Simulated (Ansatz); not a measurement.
Relaxed structures of ZnSiH₃F, closed shell (PBE0-D4/def2-TZVP; forces vanish, vibrations not checked; lower isomers may exist, and structures with a doubtful reference or unclear bonds are left out; Å). Program: Ansatz 0.2.0. Basis: def2-TZVPP. Cores are frozen in the correlated methods. The 3s and 3p shells of Cu and Zn are frozen; filled d shells are correlated.

Question: Rank them by CCSD(T) energy, lowest first, and give each one's height above the lowest. Links in brackets join atoms within 1.22 times the sum of their covalent radii (1.1 for two metals). (Judge from chemistry; the value comes from the calculation.)
A.
a complex of SiH₃F ([F][SiH3]) + Zn
```
6
angstrom
F 0.8401 -1.7717 0.8021
Zn -1.1478 2.4207 -1.0960
Si 0.2047 -0.4318 0.1955
H -0.9943 -0.8051 -0.5926
H 1.2228 0.2114 -0.6692
H -0.1634 0.4565 1.3239
```
B.
ZnSiH₃F ([F][Zn][SiH3])
```
6
angstrom
F 1.3023 -2.7466 1.2435
Zn 0.6039 -1.2741 0.5767
Si -0.3218 0.6786 -0.3072
H -1.5330 0.3634 -1.1110
H 0.6599 1.3681 -1.1866
H -0.7112 1.6106 0.7845
```
C.
a complex of ZnSiH₂ ([SiH][ZnH]) + HF
```
6
angstrom
F -1.2102 -0.5297 -1.2527
Zn 0.2458 0.4001 1.5978
Si 0.5690 -1.4117 -0.0016
H -0.6406 -0.0582 -1.8144
H 1.2777 -0.4362 -0.9632
H -0.0015 1.5285 2.6637
```

Answer: By the calculation: A (0.000 eV), B (0.560 eV), C (3.678 eV). Heights count from the lowest.

The T1 diagnostic stays at or below 0.017. The restricted Hartree–Fock reference is unstable towards an unrestricted one at one or more of these structures.

For scale, one of the runs: CCSD(T)/def2-TZVPP, 179 basis functions, launched by `ansatz run in.yaml --threads 2 --pin off --events-out ev --progress --plain --max-ram 4352MiB`. Time: 60 s of wall clock on 2 CPU threads of an Arm Neoverse V2; the host was shared. Peak host memory: 1.6 GiB.
